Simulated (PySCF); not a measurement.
A small calculation by hand: dipole moment from atomic charges

Sn(F)3(vinyl) (C2H3F3Sn), SMILES C=[CH][Sn]([F])([F])[F]. Atoms are numbered in the order given.

```xyz
9

C      0.0003    -2.7546     0.0000
C      0.8623    -1.7321     0.0000
Sn     0.0475     0.2166     0.0000
F     -1.8702     0.0136     0.0000
F      0.4477     1.3460    -1.5055
F      0.4477     1.3460     1.5055
H     -1.0854    -2.6052     0.0000
H      0.3583    -3.7918     0.0000
H      1.9492    -1.8655     0.0000
```
Charge 0, spin multiplicity 1.

The structure is a stationary point at r2SCAN-D4/def2-SVP. The structure was generated by enumeration; whether it is a known compound was not checked. The def2 effective core potentials stand for the cores of Sn; spin–orbit coupling is left out. Other conformers were not sampled.

Charges (e) from B3LYP/def2-TZVP run with PySCF:

```tsv
atom	ESP fit	Mulliken
C1	-0.188	-0.219
C2	-0.457	-0.368
Sn3	1.232	1.540
F4	-0.386	-0.480
F5	-0.387	-0.466
F6	-0.387	-0.466
H7	0.162	0.165
H8	0.175	0.140
H9	0.236	0.152
```

The dipole moment of the full density is 5.06 D.

**Question.** What dipole moment does each set of point charges give, and which comes closer to that of the density?

**Answer.** 
μ = Σ q r, and 1 e Å = 4.8032 D.
ESP fit: Σ q r = (0.387, -0.997, 0.000) e Å, |μ| = 5.13 D.
Mulliken: Σ q r = (0.404, -0.931, 0.000) e Å, |μ| = 4.87 D.
ESP fit comes closer in size. Point charges leave out the atoms' own dipoles (lone pairs, polarised bonds); fits to the potential absorb them, partitions of the density don't.
